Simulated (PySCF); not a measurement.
# One molecule, several mistakes: AlCFH4N

All numbers below are calculated, not measured. The program is PySCF 2.14.0, an open-source quantum chemistry code, run on an isolated molecule that a program drew, which may never have been made. The molecule is AlCFH4N (charge 0, doublet), drawn as the SMILES string `[CH2][Al]([NH2])[F]`.

Each row is a Hartree-Fock (HF) and frozen-core CCSD(T) single point in the cc-pV(D+d)Z basis, meant for a local HF minimum. Run 1 is clean. Each other run has one planted mistake out of seven kinds, and not every kind appears here: one electron removed, one electron added, multiplicity raised by two, geometry at a saddle point, minimal basis STO-3G, one bond length entered in bohr, all coordinates scaled. The reference is restricted for singlets and unrestricted otherwise, and also for a bond in bohr. Adding or removing an electron swaps singlet and doublet. Electrons count all cores. HOMO and LUMO are orbital energies over both spins, the gradient is its largest component, and the lowest frequency (negative if imaginary) is given only where the gradient is small. Bond lengths are over the 7 bonds as drawn. T1 is the CCSD diagnostic: over 0.02 (restricted) or 0.045 (unrestricted) a single reference is doubtful.

Geometry of the clean run:
```xyz
8
AlCFH4N, angstrom
C     1.7472   -1.7931   -2.3352
Al    0.4656   -3.1447   -1.8778
N     0.1162   -3.6619   -0.2391
F    -0.3832   -3.8905   -3.0905
H     2.3455   -1.2485   -1.6061
H     1.9580   -1.4839   -3.3574
H     0.5515   -3.3020    0.5889
H    -0.5521   -4.3670    0.0085
```

| run | electrons | basis functions | <S^2> | HOMO (eV) | LUMO (eV) | gradient (hartree/bohr) | lowest frequency (cm^-1) | mean bond (Å) | longest bond (Å) | T1 | HF (hartree) | CCSD(T) (hartree) | mistake |
|---|---|---|---|---|---|---|---|---|---|---|---|---|---|
| 1 | 39 | 85 | 0.759 | -10.41 | 1.71 | 2.7e-05 | 184 | 1.3588 | 1.918 | 0.0128 | -436.10203 | -436.68125 | no fault |
| 2 | 38 | 85 | 0.000 | -15.71 | -7.59 | 6.3e-02 | - | 1.3588 | 1.918 | 0.0455 | -435.77338 | -436.34453 | one electron removed |
| 3 | 39 | 85 | 0.758 | -10.41 | 1.74 | 9.4e-03 | - | 1.3438 | 1.897 | 0.0125 | -436.10102 | -436.67840 | ? |
| 4 | 39 | 28 | 0.766 | -7.87 | 7.89 | 4.2e-02 | - | 1.3588 | 1.918 | 0.0149 | -430.56439 | -430.72243 | ? |

**Which mistake was planted in run 3, and what did it cost?**

The mean and the longest bond both change by the same factor, 0.989, and the gradient is no longer small. So the mistake is: all coordinates scaled. Subtracting run 1 and multiplying by 627.51 kcal/mol a hartree, the energy moved by 0.6 kcal/mol in HF and 1.8 kcal/mol in CCSD(T).

**Which mistake was planted in run 4, and what did it cost?**

It has 28 basis functions where the clean run has 85, with the same electrons and geometry. So the mistake is: minimal basis STO-3G. Subtracting run 1 and multiplying by 627.51 kcal/mol a hartree, the energy moved by 3474.9 kcal/mol in HF and 3739.2 kcal/mol in CCSD(T).

Cautions from the logs. Run 2: T1 is over the limit, so its CCSD(T) energy is less reliable.
